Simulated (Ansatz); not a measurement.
Species: sum formula H$_{9}$Si$_{4}$O$_{3}$Cl, charge 0, multiplicity 1. 
Structure (B3LYP-D3(BJ)/def2-TZVP (Ansatz, a program for electronic structure) minimum search):
SMILES: [SiH3]O[Si](Cl)(O[SiH3])O[SiH3]
```xyz
17

Si    -0.0084     3.0342    -0.6898
O      0.2936     1.5979     0.0559
Si    -0.0042     0.0167     0.0542
Cl     0.1408    -0.6860    -1.8791
O     -1.4910    -0.2672     0.5996
Si    -2.7099    -1.3697     0.6966
O      1.0753    -0.7498     0.9681
Si     2.6366    -1.2580     1.0871
H     -1.4590     3.1749    -0.9454
H      0.7301     3.0934    -1.9692
H      0.4531     4.1094     0.2112
H     -3.3880    -1.4753    -0.6128
H     -2.1663    -2.6905     1.0834
H     -3.6601    -0.8940     1.7220
H      2.8613    -1.6823     2.4837
H      3.5550    -0.1509     0.7401
H      2.8597    -2.3955     0.1695
```
Charge 0, spin multiplicity 1.

Basis-set convergence of Hartree-Fock and CCSD(T) correlation energies (hartree) with Ansatz. Valence correlation only, unless marked. Spin-orbit coupling is left out. Non-relativistic.

```
basis        functions        E(HF)  E(corr, CCSD(T))
-----------  ---------  -----------  ----------------
cc-pV(D+d)Z        202  -1845.43573          -1.17972
cc-pV(T+d)Z        411          [?]               [?]
```

Question: Fill in the missing entries.

Answer: 
- cc-pV(T+d)Z, E(HF): -1845.61892
- cc-pV(T+d)Z, E(corr, CCSD(T)): -1.49901
